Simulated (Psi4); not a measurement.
Interaction energy of H2 ··· HCl (SMILES [H][H] and Cl). Monomers: optimised at B3LYP-D3(BJ) (def2-TZVP), held rigid. Orientation: lowest of the rigid-body minima from ten starts at GFN2-xTB. Only R, the distance of the centres of mass, is varied, so the lowest point isn't the relaxed dimer.

Computed with Psi4 1.11 with SAPT0/jun-cc-pVDZ, frozen core.

Components in kJ/mol:

```json
[
 {"R / Å": "2.73", "electrostatics": "10.45", "exchange": "107.64", "induction": "-44.58", "dispersion": "-17.33", "total": "56.19"},
 {"R / Å": "2.90", "electrostatics": "6.02", "exchange": "61.86", "induction": "-24.79", "dispersion": "-11.51", "total": "31.58"},
 {"R / Å": "3.14", "electrostatics": "4.11", "exchange": "27.68", "induction": "-10.79", "dispersion": "-6.50", "total": "14.50"},
 {"R / Å": "3.30", "electrostatics": "3.52", "exchange": "15.98", "induction": "-6.22", "dispersion": "-4.47", "total": "8.81"},
 {"R / Å": "3.48", "electrostatics": "3.00", "exchange": "8.53", "induction": "-3.39", "dispersion": "-2.97", "total": "5.17"},
 {"R / Å": "3.69", "electrostatics": "2.48", "exchange": "4.05", "induction": "-1.72", "dispersion": "-1.90", "total": "2.91"},
 {"R / Å": "4.02", "electrostatics": "1.78", "exchange": "1.24", "induction": "-0.65", "dispersion": "-0.99", "total": "1.37"},
 {"R / Å": "4.29", "electrostatics": "1.33", "exchange": "0.46", "induction": "-0.33", "dispersion": "-0.62", "total": "0.85"},
 {"R / Å": "4.78", "electrostatics": "0.79", "exchange": "0.07", "induction": "-0.11", "dispersion": "-0.28", "total": "0.47"},
 {"R / Å": "5.48", "electrostatics": "0.41", "exchange": "0.01", "induction": "-0.04", "dispersion": "-0.11", "total": "0.27"},
 {"R / Å": "6.48", "electrostatics": "0.18", "exchange": "0.00", "induction": "-0.01", "dispersion": "-0.03", "total": "0.14"},
 {"R / Å": "7.76", "electrostatics": "0.08", "exchange": "0.00", "induction": "0.00", "dispersion": "-0.01", "total": "0.07"}
]
```
